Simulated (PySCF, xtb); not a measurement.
Si(H)2(vinyl)(OH) (C2H6OSi), SMILES C=C[SiH2]O. The values are those of a single conformer.

Harmonic wavenumbers (cm⁻¹) from GFN2-xTB (xtb) at its own minimum, in rising order: 79, 157, 230, 376, 398, 573, 608, 672, 750, 775, 805, 898, 920, 1010, 1038, 1284, 1426, 1671, 2210, 2311, 3037, 3066, 3084, 3677.

Question: What does PySCF with ωB97X-D3(BJ)/def2-SVP give at its own minimum? (The exact figures need the calculation; the answer reports its results.)

Answer: 115, 181, 228, 419, 433, 656, 671, 759, 842, 891, 929, 975, 1019, 1022, 1056, 1283, 1425, 1707, 2229, 2282, 3146, 3171, 3244, 3937. Paired by order, the mean absolute difference is 68 cm⁻¹ and the zero-point energies are 44.4 and 46.6 kcal/mol.
